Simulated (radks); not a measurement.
The numbers below are computed, except where a source is named.
Species: the neodymium ion Nd3+. Configuration: [Xe] 4f1 5d2 (not the ground configuration). Code: a radial shooting solver on a logarithmic mesh with Libxc functionals. Model: Dirac Kohn-Sham, PBE, spin-unpolarised, spherical densities, finite nucleus; open shells fill j = l - 1/2 first; Fermi nuclear charge, rms radius 4.9123 fm.

Normalised radial functions P(r) = r R(r) (large component), r in bohr:

| r | 4d5/2 | 5p1/2 | 4f7/2 |
|---|---|---|---|
| 0.001291 | 0.0000 | 0.0033 | 0.0000 |
| 0.001973 | 0.0000 | 0.0057 | 0.0000 |
| 0.003039 | 0.0001 | 0.0100 | 0.0000 |
| 0.004681 | 0.0004 | 0.0182 | 0.0000 |
| 0.007154 | 0.0013 | 0.0333 | 0.0000 |
| 0.01102 | 0.0043 | 0.0609 | 0.0000 |
| 0.01697 | 0.0139 | 0.1069 | 0.0001 |
| 0.02594 | 0.0411 | 0.1700 | 0.0007 |
| 0.03995 | 0.1139 | 0.2288 | 0.0031 |
| 0.06154 | 0.2755 | 0.2104 | 0.0132 |
| 0.09403 | 0.5358 | 0.0273 | 0.0480 |
| 0.1448 | 0.7576 | -0.2676 | 0.1519 |
| 0.2231 | 0.5292 | -0.2838 | 0.3873 |
| 0.3409 | -0.3654 | 0.2126 | 0.7452 |
| 0.5251 | -1.2531 | 0.4930 | 1.0515 |
| 0.8088 | -1.1270 | -0.2139 | 1.0129 |
| 1.236 | -0.4414 | -0.9253 | 0.6607 |
| 1.904 | -0.0657 | -0.7033 | 0.2731 |
| 2.932 | -0.0026 | -0.1899 | 0.0609 |
| 4.481 | 0.0000 | -0.0160 | 0.0058 |
| 6.902 | 0.0000 | -0.0002 | 0.0001 |

4d5/2: eigenvalue -161.98 eV, 1 radial node at r = 0.294 bohr, <r> = 0.696 bohr, 90 % of the charge inside 1.04 bohr. 5p1/2: eigenvalue -56.797 eV, 3 radial nodes at r = 0.0980, 0.293, 0.735 bohr, <r> = 1.52 bohr, 90 % of the charge inside 2.19 bohr. 4f7/2 (empty): eigenvalue -44.610 eV, 0 radial nodes, <r> = 0.866 bohr, 90 % of the charge inside 1.42 bohr.
